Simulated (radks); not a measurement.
Problem. The mean radii <r> (bohr) of the occupied orbitals of an atom or ion are listed with their occupations. Calculated with a radial shooting solver on a logarithmic mesh with Libxc functionals: Dirac Kohn-Sham, exchange-only B88, spin-unpolarised, spherical densities, point nucleus.

| orbital | occ. | <r> |
|---|---|---|
| 1s1/2 | 2 | 0.04121 |
| 2s1/2 | 1 | 0.1690 |
| 3d3/2 | 0.4 | 0.3125 |
| 3d5/2 | 0.6 | 0.3142 |

Name the element and its charge. Open shells, if any, are shared by 2j + 1.

Solution. Z = 36, krypton, charge +32: Kr32+ in [He] 2s1 3d1. The 1s radius gives Z: for a bare nucleus <r> = (2 gamma + 1)/(2Z) with gamma = sqrt(1 - (Z/c)^2), 0.04069 bohr for Z = 36, and screening makes it slightly larger (0.04121 here). The occupations add up to 4, and the charge is Z minus that.
